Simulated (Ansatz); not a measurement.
C₃H₇BO₂ (`COC1(O)BC1`) at its PBE0-D4/def2-TZVP geometry, where that method's forces vanish. Charge 0, multiplicity 1.

```tsv
atom	x (Å)	y (Å)	z (Å)
C1	1.189	-1.453	-0.434
O2	0.185	-0.927	0.413
C3	-0.065	0.425	0.197
O4	0.989	1.274	0.482
B5	-1.122	0.728	-0.881
C6	-1.469	0.826	0.612
H7	0.914	-1.335	-1.488
H8	1.278	-2.513	-0.197
H9	2.149	-0.959	-0.264
H10	1.103	1.292	1.440
H11	-1.498	0.709	-2.004
H12	-1.531	1.829	1.029
H13	-2.123	0.105	1.096
```

Problem. For each bond, give half the difference of the two atoms' forces along it (eV/Å; positive pushes the atoms apart) under PBE-D4, r2SCAN-D4, B3LYP-D4, ωB97M-V in def2-TZVPP. (An estimate is asked.)

Solution. Ansatz gave: 
```csv
bond,length (Å),PBE-D4,r2SCAN-D4,B3LYP-D4,ωB97M-V
C1–O2,1.415,0.33,0.31,0.26,0.20
C1–H7,1.096,0.06,-0.06,-0.08,-0.08
C1–H8,1.090,0.05,-0.08,-0.13,-0.09
C1–H9,1.093,0.06,-0.07,-0.09,-0.10
O2–C3,1.391,0.34,0.24,0.16,0.10
C3–O4,1.383,0.24,0.21,0.27,0.24
C3–B5,1.541,-0.07,-0.15,-0.09,-0.02
C3–C6,1.518,-0.01,-0.01,0.00,0.02
O4–H10,0.965,0.42,0.02,-0.04,-0.13
B5–C6,1.535,0.08,0.09,0.15,0.19
B5–H11,1.184,0.01,-0.04,-0.16,-0.21
C6–H12,1.089,0.10,-0.04,-0.10,-0.10
C6–H13,1.087,0.07,-0.05,-0.08,-0.10
```

B3LYP here is the variant with VWN-RPA as its local correlation; programs differ in this.
